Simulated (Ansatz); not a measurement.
`CC(Cl)B(F)F`, relaxed with RKS PBE-D4/def2-SVP in the Gaussian-basis code of Ansatz from a rough embedded geometry. The force threshold is 0.03 eV/Å; the program also tests the step.

Charge 0, multiplicity 1.

Start:

```xyz
10

C     0.867   -0.852    0.323
C     0.249    0.453   -0.266
Cl    0.448    0.454   -2.030
B    -1.245    0.648    0.016
F    -2.251   -0.374   -0.418
F    -1.766    1.767    0.822
H     0.301   -1.711   -0.127
H     0.699   -0.833    1.390
H     1.888   -0.884    0.109
H     0.811    1.333    0.181
```

```csv
step,energy (eV),largest force (eV/Å),largest move (Å)
1,-20750.1956,4.793,0.000
2,-20750.9096,2.898,0.134
3,-20751.0860,1.056,0.158
4 (rejected),-20750.8881,1.947,0.188
5,-20751.1986,0.365,0.094
6,-20751.2176,0.103,0.100
7,-20751.2260,0.119,0.073
8,-20751.2329,0.335,0.103
9,-20751.2384,0.160,0.065
10,-20751.2395,0.174,0.073
11,-20751.2438,0.049,0.036
12,-20751.2445,0.050,0.043
13,-20751.2446,0.047,0.010
14 (rejected),-20751.2444,0.108,0.003
15,-20751.2447,0.019,0.001
```

End:

```xyz
10

C     0.844   -0.877    0.293
C     0.259    0.459   -0.122
Cl    0.373    0.685   -1.953
B    -1.302    0.642    0.035
F    -2.126   -0.402   -0.034
F    -1.848    1.839    0.239
H     0.288   -1.718   -0.163
H     0.778   -0.981    1.397
H     1.911   -0.960    0.005
H     0.822    1.313    0.304
```

It took 21 s on 4 threads of a server CPU on a shared host, with 0.15 GiB of host memory at the peak.
